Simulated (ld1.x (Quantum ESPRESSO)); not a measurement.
**Nd: variants of one ultrasoft potential**

Base potential:

Nd (Z = 60), ultrasoft, made with ld1.x (Quantum ESPRESSO) 7.5 (LDA (PZ), scalar-relativistic). Core [Kr] 4d10, reference 4f4 5s2 5p6 5d0 6s1.75 6p0.25. Waves: 5s (bound): rcut 1.90, rcutus 2.20 bohr; 6s (bound): rcut 1.90, rcutus 2.20 bohr; 5p (bound): rcut 2.40, rcutus 2.75 bohr; 6p (bound): rcut 2.40, rcutus 2.75 bohr; 5d (bound, empty): rcut 3.50, rcutus 4.00 bohr; 5d channel at 1.55 Ry: rcut 3.50, rcutus 4.00 bohr; 4f (bound): rcut 1.75, rcutus 1.90 bohr; 4f channel at 0.85 Ry: rcut 1.75, rcutus 1.90 bohr. Local part: all-electron potential smoothed inside 2.25 bohr (lloc = -1). Core correction: none. Augmentation charge: PSQ, radius 1.50 bohr.

Cutoffs, loose and tight: the cutoffs (Ry, on a coarse ladder) from which the occupation-weighted sum of valence levels, in a spherical-Bessel basis at the reference potential, stays within 10 and 1 mRy of its value at 400 Ry. They do not see the model core or the augmentation charge, which bear on the density cutoff. Test errors are all-electron minus pseudo excitation energies from the reference, over the configurations 4f4 5s2 5p6 5d0 6s2 6p0; 4f4 5s2 5p6 5d0 6s1 6p0; 4f4 5s2 5p6 5d0 6s0 6p0; 4f4 5s2 5p6 5d0 6s1 6p1; 4f3 5s2 5p6 5d0 6s2 6p0; 4f4 5s2 5p6 5d0 6s1.5 6p0; 4f5 5s2 5p6 5d0 6s0 6p0 (two spin-polarised tests are not counted in the largest error). A dash means not determined; rows that change the core or the reference have their own tests. The largest error is taken over the tests solved by every variant that gives reliable tests at all: 4f4 5s2 5p6 5d0 6s0 6p0; 4f4 5s2 5p6 5d0 6s1 6p0; 4f4 5s2 5p6 5d0 6s1 6p1; 4f4 5s2 5p6 5d0 6s2 6p0.

Cutoffs are not given where the Bessel-basis levels miss the radial ones by over 6 mRy, ghosts where they miss by over 20 mRy; a channel whose overlap is not positive is not tested.

A file whose overlap is not positive is unfit for use, and its test errors describe a broken file.

| change | outcome | bound ghosts | largest test error (meV) |
| --- | --- | --- | --- |
| base | generated, overlap not positive | not determined (overlap not positive) | -5.4 |
| core correction a·sin(br)/r model core inside 0.92 bohr | generated, overlap not positive | not determined (overlap not positive) | -5.9 |
| core correction a·sin(br)/r model core inside 1.10 bohr | generated, overlap not positive | not determined (overlap not positive) | -5.8 |
| core correction a·sin(br)/r model core inside 1.46 bohr | generated, overlap not positive | not determined (overlap not positive) | -5.6 |
| core correction a·sin(br)/r model core inside 1.76 bohr | generated, overlap not positive | not determined (overlap not positive) | -5.5 |
| core correction a·sin(br)/r model core inside 2.02 bohr | generated, overlap not positive | not determined (overlap not positive) | -5.5 |
| core correction a·sin(br)/r model core inside 2.16 bohr | generated, overlap not positive | not determined (overlap not positive) | -5.5 |
